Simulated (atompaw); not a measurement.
## An all-electron radial function and its pseudo partner (beryllium (Be))

Columns: radius, all-electron u(r) and pseudo u(r) of the 2s shell (level -13.58 eV) of beryllium in the configuration [He] 2s1 2p0; PBEsol, scalar-relativistic, PAW (atompaw) scheme, atompaw 4.2.0.5.

```csv
r (bohr),all-electron,pseudo
0.115,-0.2419,0.0479
0.231,-0.2878,0.0969
0.346,-0.2340,0.1468
0.462,-0.1325,0.1987
0.577,-0.0138,0.2518
0.692,0.1067,0.3063
0.808,0.2212,0.3620
0.923,0.3233,0.4170
1.038,0.4119,0.4705
1.154,0.4875,0.5214
1.269,0.5496,0.5673
1.385,0.5996,0.6075
1.500,0.6373,0.6401
1.615,0.6639,0.6646
1.731,0.6806,0.6807
1.846,0.6884,0.6884
1.962,0.6884,0.6884
2.077,0.6819,0.6819
2.192,0.6698,0.6698
2.308,0.6530,0.6530
2.423,0.6326,0.6326
2.538,0.6093,0.6093
2.654,0.5837,0.5837
2.769,0.5569,0.5569
2.885,0.5288,0.5288
3.000,0.5006,0.5006
```

Task: How many radial nodes do the two functions have?

Result: The all-electron 2s function has n − l − 1 = 1; the pseudo-wave has 0, since the states of the same l below it are removed with the core.

Task: At about which radius was the pseudo-wave matched?

Result: 1.95 bohr. The columns agree to 0.0005 from 1.73 bohr on; several derivatives are matched, so the curves merge somewhat inside the radius.

Task: Is the pseudo-wave norm-conserving?

Result: No, it belongs to a PAW set: the norm inside the radius is not constrained, and the difference is carried by the augmentation charge.
